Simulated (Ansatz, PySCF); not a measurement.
C₂H₆N₂OSi, SMILES C(=O)=N[Si@H](N)C. Atoms are numbered in the order given.

```xyz
12

C     -1.8695    -1.2283     0.1107
Si    -0.8048     0.1408    -0.5819
N     -1.4329     1.6685    -0.0890
N      0.8248    -0.1595    -0.0300
C      1.9508    -0.3142     0.3476
O      3.0541    -0.4691     0.7204
H     -1.8884    -1.1851     1.2122
H     -1.4733    -2.2147    -0.1771
H     -2.9043    -1.1438    -0.2561
H     -0.7375     0.1452    -2.0655
H     -1.0800     2.5225    -0.5112
H     -1.6769     1.8272     0.8845
```

The structure is a stationary point at B3LYP-D3(BJ)/def2-SVP. The structure was generated by enumeration; whether it is a known compound was not checked. Other conformers were not sampled.

Two levels are set side by side: PBE-D3(BJ)/def2-SVP (Ansatz, a quantum-chemistry and plane-wave program) and B3LYP-D3(BJ)/def2-SVP (Ansatz). Each level has its own optimised geometry; the coordinates shown are those of the second. Frequencies come from the Hessian of PySCF at each geometry. Differences are taken from unrounded values.

```json
[
 {"quantity": "mean bond length (Å)", "B3LYP-D3(BJ)": "1.321"},
 {"quantity": "bond C1–Si2 (Å)", "B3LYP-D3(BJ)": "1.868"},
 {"quantity": "bond Si2–N3 (Å)", "B3LYP-D3(BJ)": "1.724"},
 {"quantity": "bond Si2–N4 (Å)", "B3LYP-D3(BJ)": "1.746"},
 {"quantity": "bond N4–C5 (Å)", "B3LYP-D3(BJ)": "1.198"},
 {"quantity": "bond C5–O6 (Å)", "B3LYP-D3(BJ)": "1.175"},
 {"quantity": "bond C1–H7 (Å)", "B3LYP-D3(BJ)": "1.103"},
 {"quantity": "bond C1–H8 (Å)", "B3LYP-D3(BJ)": "1.101"},
 {"quantity": "bond C1–H9 (Å)", "B3LYP-D3(BJ)": "1.101"},
 {"quantity": "bond Si2–H10 (Å)", "B3LYP-D3(BJ)": "1.485"},
 {"quantity": "bond N3–H11 (Å)", "B3LYP-D3(BJ)": "1.016"},
 {"quantity": "bond N3–H12 (Å)", "B3LYP-D3(BJ)": "1.016"},
 {"quantity": "highest harmonic wavenumber (cm⁻¹)", "B3LYP-D3(BJ)": "3653"},
 {"quantity": "mean harmonic wavenumber (cm⁻¹)", "B3LYP-D3(BJ)": "1252"},
 {"quantity": "zero-point energy (kcal/mol)", "B3LYP-D3(BJ)": "53.69"}
]
```

Task: What does PBE-D3(BJ) give, and how far is it from B3LYP-D3(BJ)? (The exact figures need the calculation; the answer reports its results.)

Result: 
```json
[
 {"quantity": "mean bond length (Å)", "PBE-D3(BJ)": "1.330", "PBE-D3(BJ) minus B3LYP-D3(BJ)": "0.009"},
 {"quantity": "bond C1–Si2 (Å)", "PBE-D3(BJ)": "1.873", "PBE-D3(BJ) minus B3LYP-D3(BJ)": "0.005"},
 {"quantity": "bond Si2–N3 (Å)", "PBE-D3(BJ)": "1.735", "PBE-D3(BJ) minus B3LYP-D3(BJ)": "0.011"},
 {"quantity": "bond Si2–N4 (Å)", "PBE-D3(BJ)": "1.754", "PBE-D3(BJ) minus B3LYP-D3(BJ)": "0.007"},
 {"quantity": "bond N4–C5 (Å)", "PBE-D3(BJ)": "1.208", "PBE-D3(BJ) minus B3LYP-D3(BJ)": "0.011"},
 {"quantity": "bond C5–O6 (Å)", "PBE-D3(BJ)": "1.185", "PBE-D3(BJ) minus B3LYP-D3(BJ)": "0.010"},
 {"quantity": "bond C1–H7 (Å)", "PBE-D3(BJ)": "1.109", "PBE-D3(BJ) minus B3LYP-D3(BJ)": "0.007"},
 {"quantity": "bond C1–H8 (Å)", "PBE-D3(BJ)": "1.108", "PBE-D3(BJ) minus B3LYP-D3(BJ)": "0.007"},
 {"quantity": "bond C1–H9 (Å)", "PBE-D3(BJ)": "1.108", "PBE-D3(BJ) minus B3LYP-D3(BJ)": "0.007"},
 {"quantity": "bond Si2–H10 (Å)", "PBE-D3(BJ)": "1.499", "PBE-D3(BJ) minus B3LYP-D3(BJ)": "0.014"},
 {"quantity": "bond N3–H11 (Å)", "PBE-D3(BJ)": "1.023", "PBE-D3(BJ) minus B3LYP-D3(BJ)": "0.008"},
 {"quantity": "bond N3–H12 (Å)", "PBE-D3(BJ)": "1.024", "PBE-D3(BJ) minus B3LYP-D3(BJ)": "0.008"},
 {"quantity": "highest harmonic wavenumber (cm⁻¹)", "PBE-D3(BJ)": "3577", "PBE-D3(BJ) minus B3LYP-D3(BJ)": "-76"},
 {"quantity": "mean harmonic wavenumber (cm⁻¹)", "PBE-D3(BJ)": "1220", "PBE-D3(BJ) minus B3LYP-D3(BJ)": "-32"},
 {"quantity": "zero-point energy (kcal/mol)", "PBE-D3(BJ)": "52.32", "PBE-D3(BJ) minus B3LYP-D3(BJ)": "-1.38"}
]
```

Exact exchange shortens and stiffens bonds; PBE has none. Differences between two approximate levels are no errors against the true value.
